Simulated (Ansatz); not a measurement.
Computed with Ansatz on PBE0-D4/def2-TZVP structures; ΔE is electronic, products minus reactants. CCSD(T)/CBS is the MP2 limit (def2-TZVPP, def2-QZVPP) plus CCSD(T) − MP2 in def2-TZVPP, frozen cores. This one scheme is used for every species. Functionals use def2-TZVPP. HSE06 is defined as in plane-wave codes. def2 core potentials past Kr. For Hf outer-core shells are correlated without core-valence functions, which leaves a few kJ/mol of doubt a bond. Each species was taken in one conformer, which may not be the lowest.

`C[NH][Hf]([F])([NH]C)[NH]C` + H₂O → `C[NH][Hf]([OH])([NH]C)[NH]C` + H–F  (formal hydrolysis of the Hf–F bond)

```csv
level,ΔE (kJ/mol)
r2SCAN-D4,63.7
HSE06-D4,59.7
CAM-B3LYP-D4,60.7
RPA@PBE/def2-TZVPP,56.0
```

Q: What does CCSD(T)/CBS give? (Estimate.)

A: The calculation gave: +54.7 kJ/mol. The listed levels differ from it by 9.0, 5.0, 6.0, 1.3 kJ/mol.

Largest T1 diagnostic among the species: 0.014.

The D4 term adds −4.1 kJ/mol with B3LYP and −2.6 kJ/mol with PBE0; it sums over pairs of atoms, weighted by their polarisabilities, and B3LYP, whose exchange is more repulsive, gets the larger term. At CCSD(T), def2-SVP lies +4.8 kJ/mol from the extrapolated value and def2-TZVPP +0.0 kJ/mol. From BLYP to BHLYP (50 % exact exchange), in def2-TZVPP and without D4, ΔE moves by −4.7 kJ/mol.

CCSD(T)/CBS has its own doubt, a few kJ/mol and more with outer-core shells, so smaller differences from it don't rank the levels.

B3LYP here is the variant with VWN-RPA as its local correlation; programs differ in this.
